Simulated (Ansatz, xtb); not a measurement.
## A geometry optimisation of F3NSi2 with r2SCAN-D4/def2-SVP

The starting geometry of this gas-phase singlet has its atoms placed at random.

```csv
atom,x (Å),y (Å),z (Å)
F,-0.0561,0.7005,-0.8387
F,0.2040,-0.5851,-1.8164
F,-0.3679,0.1111,1.6665
N,-1.8498,0.5543,-0.9069
Si,-1.8017,-1.0317,0.5518
Si,-0.5818,1.7154,1.0060
```

Question: One run relaxed it with r2SCAN-D4/def2-SVP. What is a likely outcome?

Answer: It ends as `F[Si](F)(F)N=[Si]`. Contacts that open: F3–Si6 (1.75 → 4.14 Å). Contacts that close: F1–Si5 (2.83 → 1.60 Å), F2–Si5 (3.14 → 1.60 Å), F3–Si5 (2.15 → 1.60 Å), N4–Si5 (2.16 → 1.68 Å), N4–Si6 (2.57 → 1.58 Å).

The energy falls by 15.59 eV over 26 steps:

```tsv
step	E − E(last) (eV)
1	15.589
4	10.764
7	6.942
9	5.815
12	3.941
15	2.524
18	1.248
20	0.587
23	0.197
26	0.000
```

Final geometry (Å):

| atom | x (Å) | y (Å) | z (Å) |
| --- | --- | --- | --- |
| F | 1.0542 | 0.5893 | -0.4025 |
| F | -0.6133 | -1.1780 | -1.2545 |
| F | -0.1730 | -0.9356 | 1.2701 |
| N | -1.6007 | 1.0169 | 0.0190 |
| Si | -0.3540 | -0.1084 | -0.0901 |
| Si | -2.7666 | 2.0802 | 0.1202 |

From the same start GFN2-xTB ends elsewhere, at `F[Si]N=[Si](F)F`.

From so rough a start the end depends on the optimiser's path, so another program may land elsewhere. No frequencies were run, so the end isn't proven a minimum. Run with Ansatz 0.2.0, 65 s on 2 threads of Intel(R) Xeon(R) Platinum 8259CL CPU @ 2.50GHz (Skylake/Cascade Lake), with other jobs on the host.
